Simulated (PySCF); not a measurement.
Si(CCH)(OH)2(OMe), SMILES C#C[Si](O)(O)OC (C3H6O3Si) (PBE0/def2-SVP optimised geometry):

```
13

C     -0.845     1.703     0.010
C     -0.434     0.557     0.000
Si     0.190    -1.172     0.000
O     -0.336    -1.985    -1.328
O      1.834    -1.172     0.000
O     -0.367    -1.935     1.340
C     -1.707    -2.060     1.731
H     -1.209     2.715     0.017
H     -0.006    -1.696    -2.182
H      2.269    -0.649     0.680
H     -2.269    -2.715     1.043
H     -2.218    -1.081     1.772
H     -1.740    -2.507     2.736
```

Method: PySCF with PBE0/def2-TZVP.

What are the frontier orbital energies and the dipole moment?

HOMO-2 -8.64 eV, HOMO-1 -8.38 eV, HOMO -8.24 eV, LUMO -0.09 eV, LUMO+1 -0.04 eV; dipole moment 2.16 D.

On the same geometry PBE/def2-TZVP (PySCF) gives HOMO-2 -7.21 eV, HOMO-1 -7.07 eV, HOMO -6.76 eV, LUMO -1.04 eV, LUMO+1 -1.00 eV; dipole moment 1.96 D.

Meta-Löwdin charges at PBE0/def2-TZVP: C1 -0.15, C2 -0.35, Si3 1.49, O4 -0.75, O5 -0.75, O6 -0.61, C7 -0.12, H8 0.18, H9 0.36, H10 0.36, H11 0.11, H12 0.11, H13 0.12.
